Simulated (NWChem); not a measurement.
Molecule: GaNH$_{2}$F$_{2}$; SMILES [Ga]([F])([NH2])[F]

```xyz
6

Ga    -0.0001    -0.0256    -0.0299
F      1.4712    -0.9534     0.0440
F     -1.4775    -0.9439     0.0438
N      0.0056     1.7535    -0.1503
H     -0.8389     2.3031    -0.2358
H      0.8536     2.2976    -0.2358
```
Atoms are numbered in this order, from 1.

Level: PBE0/def2-SVP (NWChem), optimised geometry, unscaled harmonic frequencies. 

| frequency (cm⁻¹) | IR intensity (km/mol) |
|---|---|
| 51 | 211.1 |
| 163 | 5.0 |
| 196 | 31.8 |
| 220 | 1.1 |
| 368 | 0.7 |
| 679 | 7.7 |
| 734 | 0.2 |
| 761 | 140.0 |
| 785 | 78.8 |
| 1506 | 28.8 |
| 3641 | 50.5 |
| 3758 | 68.3 |

The zero-point energy is 18.4 kcal/mol. The thermal correction to the enthalpy at 298.15 K (with zero-point energy) is 22.8 kcal/mol and the heat capacity Cv is 18.1 cal/(mol K). The entropy at 298.15 K and 1 atm (symmetry number 1) is 79.4 cal/(mol K) and the dipole moment is 3.39 D.

Rigid rotor and harmonic oscillator; modes under 100 cm⁻¹ make the entropy uncertain.
